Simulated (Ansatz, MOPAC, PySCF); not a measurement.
Species: SrCl, net charge 0, doublet state. SMILES: [Cl][Sr]
Structure (B3LYP-D3(BJ)/def2-TZVP (Ansatz, a program for electronic structure) minimum search):
```xyz
2

Sr     0.0000     0.0000    -0.8032
Cl     0.0000     0.0000     1.7955
```
Charge 0, spin multiplicity 2.

Unscaled harmonic wavenumbers (cm⁻¹) in rising order, each level at the stationary point that it reaches from this structure (no distance between atoms moves by over 0.3 Å); the order of modes can differ between levels, and a negative number is imaginary. B3LYP-D3(BJ)/def2-TZVP (PySCF, at the structure above): 292.

PM3 (MOPAC): 318. Zero-point energy 0.5 against 0.4 kcal/mol.

PM6 (MOPAC): 366. Zero-point energy 0.5 against 0.4 kcal/mol.

B3LYP/6-31G* with LANL2DZ past Ar (Ansatz): 251. Zero-point energy 0.4 against 0.4 kcal/mol.
